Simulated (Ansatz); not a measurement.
Which isomer of C4H12Ge gives these data?

These gas-phase data were calculated for one isomer of C4H12Ge at B3LYP/6-31G* (harmonic, unscaled wavenumbers; equilibrium rotational constants with average atomic masses):

```
rotational constants            : 2.823, 2.823, 2.823 GHz
all wavenumbers above 1500 cm⁻¹ : 3133, 3133, 3133, 3131, 3131, 3131, 3131, 3131, 3053, 3050, 3050, 3050, 1510, 1510, 1510
dipole moment                   : 0.00 D (PBE0/def2-SVPD)
```

Candidates:

(1) `C[CH2][GeH]([CH3])[CH3]`, a singlet
(2) `[CH3][Ge]([CH3])([CH3])[CH3]`, a singlet

Question: Assign the data to one candidate and say why.

Answer: Candidate (2). No mode falls between 1900 and 2250 cm⁻¹, where the Ge–H stretch of (1) would stand.

The same quantities for all candidates:

```
     rotational constants (GHz)                                                                     wavenumbers above 1500 cm⁻¹  dipole (D)  E above the lowest, B3LYP/6-31G* (kcal/mol)
(1)         4.539, 2.215, 1.701  3139, 3139, 3136, 3135, 3110, 3093, 3078, 3056, 3055, 3041, 3036, 2053, 1536, 1532, 1507, 1503        0.57                                          7.7
(2)         2.823, 2.823, 2.823        3133, 3133, 3133, 3131, 3131, 3131, 3131, 3131, 3053, 3050, 3050, 3050, 1510, 1510, 1510        0.00                                          0.0
```

Harmonic stretches to hydrogen usually lie a few per cent above observed fundamentals. Each candidate is one conformer. Programs: Ansatz 0.2.0.
